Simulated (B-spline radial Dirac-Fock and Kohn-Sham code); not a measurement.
The Kβ1 (K-M3) line from Sn to La

Calculated with a B-spline atomic structure program, using Dirac-Fock ΔSCF + Breit + QED. Free neutral atoms. Electron correlation is not included.

```tsv
Z	element	energy (eV)	wavelength (Å)
50	Sn	28482.0	0.43531
51	Sb	29721.6	0.41715
52	Te	30991.0	0.40007
53	I	32290.4	0.38397
54	Xe	33620.2	0.36878
55	Cs	34980.8	0.35444
56	Ba	36372.5	0.34087
57	La	37795.7	0.32804
```

Question: How well does Moseley's law, √E linear in Z, describe these energies?

Answer: A straight-line fit gives √(E/eV) = 3.6634·(Z − 3.94). The slope squared is 0.9864 Ry, against 0.8889 Ry for a hydrogen-like ion. The residuals, fit less computed, are Sn -12.0, Sb -1.9, Te +5.2, I +9.2, Xe +9.6, Cs +6.0, Ba -1.8, La -14.3 eV.
